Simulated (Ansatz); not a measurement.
Mulliken charges of C$_{3}$H$_{3}$BS, SMILES `BC=C=C=S` from B3LYP/def2-TZVPP in Ansatz (PBE0-D4/def2-TZVP geometry).

| atom | x (Å) | y (Å) | z (Å) | charge (e) |
| --- | --- | --- | --- | --- |
| B1 | -0.095 | 0.193 | 1.564 | -0.045 |
| C2 | 0.470 | -0.543 | 0.321 | -0.220 |
| C3 | 0.122 | -0.181 | -0.907 | 0.075 |
| C4 | -0.251 | 0.213 | -2.053 | 0.065 |
| S5 | -0.699 | 0.686 | -3.475 | -0.091 |
| H6 | -0.856 | 1.098 | 1.407 | 0.045 |
| H7 | 0.232 | -0.148 | 2.661 | 0.042 |
| H8 | 1.168 | -1.376 | 0.426 | 0.129 |

By hand: the dipole of these point charges (1 e Å = 4.8032 D).

Σ q r = (0.079, -0.086, 0.204) e Å, of length 0.235 e Å = 1.13 D.

How does the dipole of the full density compare? (Best estimate.)

Computed: (0.117, -0.135, 0.125) e Å, 1.05 D; the point charges give 1.08 times that, at 25° from its direction.

Point charges leave out the atoms' own dipoles, such as those of lone pairs, and Mulliken's split depends on the basis, so the two needn't agree.

B3LYP here is the variant with VWN-RPA as its local correlation; programs differ in this.
